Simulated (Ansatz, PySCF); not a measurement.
Breaking a bond: SMILES [SiH3]Br. The Si1–Br5 bond (Si1 also carries H, H, H; Br5 carries nothing else) is varied alone, starting from the PBE0/def2-TZVP optimised geometry.

Levels of theory: UHF/cc-pVTZ (Ansatz, a program for electronic structure); RHF/cc-pVTZ (Ansatz); UKS-PBE = unrestricted PBE/cc-pVTZ run with Ansatz; RKS-PBE = restricted PBE/cc-pVTZ (Ansatz); UKS-PBE0 = unrestricted PBE0/cc-pVTZ (Ansatz); RKS-PBE0 = Ansatz with restricted PBE0/cc-pVTZ; UKS-B3LYP/6-31G* = unrestricted B3LYP/6-31G*, spherical d run with PySCF; RKS-B3LYP/6-31G* = restricted B3LYP/6-31G*, spherical d (PySCF); UKS-BP86/6-31G* = unrestricted BP86/6-31G*, spherical d (PySCF 2.14.0); RKS-BP86/6-31G* = PySCF with restricted BP86/6-31G*, spherical d.

Scanned distances (Å): 1.76, 1.89, 1.97, 2.09, 2.17, 2.22, 2.31, 2.44, 2.61, 2.77, 2.99, 3.34, 3.68, 4.03, 4.48, 4.83, 5.45, 5.99, 6.69, 7.71.

**Question.** Where does the unrestricted solution first break spin symmetry (<S²> of 0.01 or more)?

**Answer.** UHF: between 2.99 and 3.34 Å; UKS-PBE: between 3.34 and 3.68 Å; UKS-PBE0: between 3.34 and 3.68 Å; UKS-B3LYP/6-31G*: between 3.34 and 3.68 Å; UKS-BP86/6-31G*: between 3.34 and 3.68 Å.

| R / Å | <S²> UHF | E(RHF) − E(UHF) / kJ/mol | <S²> UKS-PBE | E(RKS-PBE) − E(UKS-PBE) / kJ/mol | <S²> UKS-PBE0 | E(RKS-PBE0) − E(UKS-PBE0) / kJ/mol | <S²> UKS-B3LYP/6-31G* | E(RKS-B3LYP/6-31G*) − E(UKS-B3LYP/6-31G*) / kJ/mol | <S²> UKS-BP86/6-31G* | E(RKS-BP86/6-31G*) − E(UKS-BP86/6-31G*) / kJ/mol |
|---|---|---|---|---|---|---|---|---|---|---|
| 1.76 | 0.00 | 0.0 | 0.00 | 0.0 | 0.00 | 0.0 | 0.00 | 0.0 | 0.00 | 0.0 |
| 1.89 | 0.00 | 0.0 | 0.00 | 0.0 | 0.00 | 0.0 | 0.00 | 0.0 | 0.00 | 0.0 |
| 1.97 | 0.00 | 0.0 | 0.00 | 0.0 | 0.00 | 0.0 | 0.00 | 0.0 | 0.00 | 0.0 |
| 2.09 | 0.00 | 0.0 | 0.00 | 0.0 | 0.00 | 0.0 | 0.00 | 0.0 | 0.00 | 0.0 |
| 2.17 | 0.00 | 0.0 | 0.00 | 0.0 | 0.00 | 0.0 | 0.00 | 0.0 | 0.00 | 0.0 |
| 2.22 | 0.00 | 0.0 | 0.00 | 0.0 | 0.00 | 0.0 | 0.00 | 0.0 | 0.00 | 0.0 |
| 2.31 | 0.00 | 0.0 | 0.00 | 0.0 | 0.00 | 0.0 | 0.00 | 0.0 | 0.00 | 0.0 |
| 2.44 | 0.00 | 0.0 | 0.00 | 0.0 | 0.00 | 0.0 | 0.00 | 0.0 | 0.00 | 0.0 |
| 2.61 | 0.00 | 0.0 | 0.00 | 0.0 | 0.00 | 0.0 | 0.00 | 0.0 | 0.00 | 0.0 |
| 2.77 | 0.00 | 0.0 | 0.00 | 0.0 | 0.00 | 0.0 | 0.00 | 0.0 | 0.00 | 0.0 |
| 2.99 | 0.00 | 0.0 | 0.00 | 0.0 | 0.00 | 0.0 | 0.00 | 0.0 | 0.00 | 0.0 |
| 3.34 | 0.63 | 28.5 | 0.00 | 0.0 | 0.00 | 0.0 | 0.00 | 0.0 | 0.00 | 0.0 |
| 3.68 | 0.86 | 81.3 | 0.07 | 0.2 | 0.41 | 9.9 | 0.30 | 4.5 | 0.03 | 0.0 |
| 4.03 | 0.96 | 136.4 | 0.44 | 8.2 | 0.64 | 30.3 | 0.56 | 19.8 | 0.41 | 6.9 |
| 4.48 | 1.00 | 196.9 | 0.64 | 22.5 | 0.79 | 56.0 | 0.72 | 40.6 | 0.62 | — |
| 4.83 | 1.01 | 234.7 | 0.71 | 31.8 | 0.86 | 72.4 | 0.79 | 53.9 | 0.70 | — |
| 5.45 | 1.01 | 284.7 | 0.78 | 42.9 | 0.93 | 93.4 | 0.86 | 70.8 | 0.77 | — |
| 5.99 | 1.01 | 314.8 | 0.81 | 48.3 | 0.96 | 105.1 | 0.88 | 80.2 | 0.80 | — |
| 6.69 | 1.01 | 341.5 | 0.83 | 52.3 | 0.99 | 115.0 | 0.91 | 87.8 | 0.00 | — |
| 7.71 | 1.01 | 366.5 | 0.84 | 54.9 | 1.00 | 123.6 | 0.92 | 94.3 | 1.00 | — |

A dash means that the run gave no value there, or that the column was ended at a point which the program doubted or which failed a test of continuity chosen for this set; such a test can also cut sound points.
